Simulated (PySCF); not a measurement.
## Spinor energies of Hf(2+) (hafnium, charge +2)

Start: [Xe] 4f14 5d2; 5d5/2 filled at m_j = +3/2, +5/2. Calculated with PySCF 2.14 in x2c-TZVPall-2c with one added diffuse shell each of s, p, d type (12s12p11d2f, 117 functions): generalised Hartree-Fock with the X2C-1e Hamiltonian and a Gaussian nucleus; spin-orbit coupling (SO) screened by Boettger's factors. This is a chosen level, not necessarily the ground level.

```json
{"spinor shell": "1s1/2", "electrons": "2", "ε, screened SO (eV)": "-65688.7", "weight of nominal j (screened SO)": "1.000", "rms radius, screened SO (bohr)": "0.0215"}
{"spinor shell": "2s1/2", "electrons": "2", "ε, screened SO (eV)": "-11381.4", "weight of nominal j (screened SO)": "1.000", "rms radius, screened SO (bohr)": "0.0869"}
{"spinor shell": "2p1/2", "electrons": "2", "ε, screened SO (eV)": "-10850.7", "weight of nominal j (screened SO)": "1.000", "rms radius, screened SO (bohr)": "0.0740"}
{"spinor shell": "3s1/2", "electrons": "2", "ε, screened SO (eV)": "-2663.9", "weight of nominal j (screened SO)": "1.000", "rms radius, screened SO (bohr)": "0.222"}
{"spinor shell": "3p1/2", "electrons": "2", "ε, screened SO (eV)": "-2428.8", "weight of nominal j (screened SO)": "1.000", "rms radius, screened SO (bohr)": "0.214"}
{"spinor shell": "3p3/2", "electrons": "4", "ε, screened SO (eV)": "-2167.6", "weight of nominal j (screened SO)": "1.000", "rms radius, screened SO (bohr)": "0.228"}
{"spinor shell": "3d3/2", "electrons": "4", "ε, screened SO (eV)": "-1774.1", "weight of nominal j (screened SO)": "1.000", "rms radius, screened SO (bohr)": "0.202"}
{"spinor shell": "3d5/2", "electrons": "6", "ε, screened SO (eV)": "-1717.6", "weight of nominal j (screened SO)": "1.000", "rms radius, screened SO (bohr)": "0.206"}
{"spinor shell": "4s1/2", "electrons": "2", "ε, screened SO (eV)": "-578.94", "weight of nominal j (screened SO)": "1.000", "rms radius, screened SO (bohr)": "0.498"}
{"spinor shell": "4p1/2", "electrons": "2", "ε, screened SO (eV)": "-481.27", "weight of nominal j (screened SO)": "1.000", "rms radius, screened SO (bohr)": "0.508"}
{"spinor shell": "4p3/2", "electrons": "4", "ε, screened SO (eV)": "-420.96", "weight of nominal j (screened SO)": "1.000", "rms radius, screened SO (bohr)": "0.541"}
{"spinor shell": "4d3/2", "electrons": "4", "ε, screened SO (eV)": "-259.84", "weight of nominal j (screened SO)": "1.000", "rms radius, screened SO (bohr)": "0.571"}
{"spinor shell": "4d5/2", "electrons": "6", "ε, screened SO (eV)": "-248.56", "weight of nominal j (screened SO)": "1.000", "rms radius, screened SO (bohr)": "0.583"}
{"spinor shell": "5s1/2", "electrons": "2", "ε, screened SO (eV)": "-94.998", "weight of nominal j (screened SO)": "1.000", "rms radius, screened SO (bohr)": "1.23"}
{"spinor shell": "5p1/2", "electrons": "2", "ε, screened SO (eV)": "-64.184", "weight of nominal j (screened SO)": "0.987", "rms radius, screened SO (bohr)": "1.36"}
{"spinor shell": "5p3/2", "electrons": "4", "ε, screened SO (eV)": "-56.376", "weight of nominal j (screened SO)": "0.993", "rms radius, screened SO (bohr)": "1.47"}
{"spinor shell": "4f5/2", "electrons": "6", "ε, screened SO (eV)": "-46.901", "weight of nominal j (screened SO)": "0.993", "rms radius, screened SO (bohr)": "0.743"}
{"spinor shell": "4f7/2", "electrons": "8", "ε, screened SO (eV)": "-45.231", "weight of nominal j (screened SO)": "0.995", "rms radius, screened SO (bohr)": "0.750"}
{"spinor shell": "5d5/2", "electrons": "2", "ε, screened SO (eV)": "-21.811", "weight of nominal j (screened SO)": "0.842", "rms radius, screened SO (bohr)": "2.32"}
```

Problem. Where does 2p3/2 lie, and what is the 2p spin-orbit splitting (screened SO)?

Solution. At -9653.3 eV, 1197.3 eV above 2p1/2.

```csv
quantity,screened SO
E (hartree),-15082.05552
M_J,4
⟨J²⟩,20.008
⟨L²⟩,12.259
⟨S²⟩,2.083
```

Each row is a mean over spinors that exchange with the open shell spreads, by up to 4.550 eV (5p3/2).

Rows whose weight is well below 1 are mixtures of j = l ± 1/2: exchange outweighs spin-orbit coupling there, and the label is only the starting occupation.

Breit and QED terms are absent; they matter most for the inner s and p1/2 levels.

Densities and radii are taken from the X2C orbitals without a picture-change correction, which distorts them close to the nucleus.
